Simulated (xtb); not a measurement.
BaCl, doublet, at a GFN2-xTB geometry (such geometries of metal compounds can be far from the true shape) (the spin is typed, not shown lowest); GFN1-xTB (xtb).

The xtb input:
```
$ xtb mol.xyz --gfn 1 --uhf 1 --hess --json

# file mol.xyz
2

Ba    -0.00000000    -0.00000000    -0.58554041
Cl     0.00000000     0.00000000     1.92883900
```

Problem. Write the output that xtb gives for this input, abridged.

Solution. 
```
   ID    Z sym.   atoms
    1   56 Ba     1
    2   17 Cl     2

           -------------------------------------------------
          |                Calculation Setup                |
           -------------------------------------------------

           -------------------------------------------------
          |                 G F N 1 - x T B                 |
           -------------------------------------------------

          ...................................................
          :                      SETUP                      :
          :.................................................:
          :  # basis functions                  20          :
          :  # atomic orbitals                  18          :
          :  # shells                            6          :
          :  # electrons                         9          :
          :  # halogen bonds                     0          :
          :  max. iterations                   250          :
          :  Hamiltonian                  GFN1-xTB          :
          :  restarted?                      false          :
          :  GBSA solvation                  false          :
          :  PC potential                    false          :
          :  electronic temp.          300.0000000     K    :
          :  accuracy                    1.0000000          :
          :  -> integral cutoff          0.2500000E+02      :
          :  -> integral neglect         0.1000000E-07      :
          :  -> SCF convergence          0.1000000E-05 Eh   :
          :  -> wf. convergence          0.2000000E-04 e    :
          :  Broyden damping             0.4000000          :
          :  net charge                          0          :
          :  unpaired electrons                  1          :
          ...................................................

 iter      E             dE          RMSdq      gap      omega  full diag
   1     -4.8178714 -0.481787E+01  0.417E+00    1.52       0.0  T
   2     -4.8236916 -0.582017E-02  0.236E+00    1.67       1.0  T
   3     -4.8239952 -0.303560E-03  0.749E-01    1.76       1.0  T
   4     -4.8240079 -0.127921E-04  0.626E-02    1.77       1.1  T
   5     -4.8240112 -0.325867E-05  0.460E-03    1.77      15.4  T
   6     -4.8240112  0.685394E-08  0.684E-03    1.77      10.3  T
   7     -4.8240112 -0.339698E-07  0.790E-05    1.77     895.1  T
   8     -4.8240112 -0.413891E-11  0.305E-05    1.77    2318.3  T

[...]
         :: total energy              -4.812755473176 Eh    ::
[...]
          :  imag. cutoff                  -20.0000000 cm⁻¹ :
          :.................................................:

    mode    ω/cm⁻¹     T·S(HO)/kcal·mol⁻¹    T·S(FR)/kcal·mol⁻¹   T·S(vib)
   ------------------------------------------------------------------------
   ------------------------------------------------------------------------

   temp. (K)  partition function   enthalpy   heat capacity  entropy
                                   cal/mol     cal/K/mol   cal/K/mol   J/K/mol
 298.15  VIB   1.23                  230.026      1.585      1.188
         ROT  0.219E+04              592.502      1.987     17.272
         INT  0.270E+04              822.528      3.572     18.460
         TR   0.220E+28             1481.254      4.968     41.329
         TOT                        2303.7815     8.5401    59.7897   250.1602

       T/K    H(0)-H(T)+PV         H(T)/Eh          T*S/Eh         G(T)/Eh
   ------------------------------------------------------------------------
    298.15    0.367131E-02    0.445787E-02    0.284080E-01   -0.239502E-01
   ------------------------------------------------------------------------

         :::::::::::::::::::::::::::::::::::::::::::::::::::::
         ::                  THERMODYNAMIC                  ::
         :::::::::::::::::::::::::::::::::::::::::::::::::::::
         :: total free energy          -4.836705624362 Eh   ::
         ::.................................................::
         :: total energy               -4.812755473177 Eh   ::
         :: zero point energy           0.000786561948 Eh   ::
         :: G(RRHO) w/o ZPVE           -0.024736713132 Eh   ::
         :: G(RRHO) contrib.           -0.023950151185 Eh   ::
         :::::::::::::::::::::::::::::::::::::::::::::::::::::

           -------------------------------------------------
          | TOTAL ENERGY               -4.812755473177 Eh   |
          | TOTAL ENTHALPY             -4.808297601780 Eh   |
          | TOTAL FREE ENERGY          -4.836705624362 Eh   |
          | GRADIENT NORM               0.048403873033 Eh/α |
          | HOMO-LUMO GAP               1.769604954396 eV   |
           -------------------------------------------------
########################################################################
[WARNING] Runtime exception occurred
-1- hessian_numhess: Hessian on incompletely optimized geometry!
########################################################################

normal termination of xtb
```
